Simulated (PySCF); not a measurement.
C3H6, SMILES C1CC1. Geometry optimised at PBE0-D3(BJ)/def2-TZVP.

All values below come from PBE0-D3(BJ)/def2-TZVP in PySCF 2.14.0.

Harmonic wavenumbers (cm⁻¹): 741, 741, 858, 915, 915, 1054, 1054, 1088, 1154, 1211, 1211, 1238, 1466, 1466, 1520, 3151, 3151, 3159, 3229, 3229, 3250. Rotational constants (GHz): 20.35, 20.35, 12.74; symmetry number 6.

Task: Work out the zero-point energy and the ideal-gas rigid-rotor harmonic-oscillator thermochemistry at 298.15 K and 1 atm.

Result: ZPE = ½ Σ hcν = ½ × 35802 cm⁻¹ = 51.18 kcal/mol. H − E(el) = 53.88 kcal/mol. Entropy in cal/(mol K): translation 37.14, rotation 18.08, vibration 1.37, total 56.58. G − E(el) = 37.01 kcal/mol. Cp = 12.96 cal/(mol K).
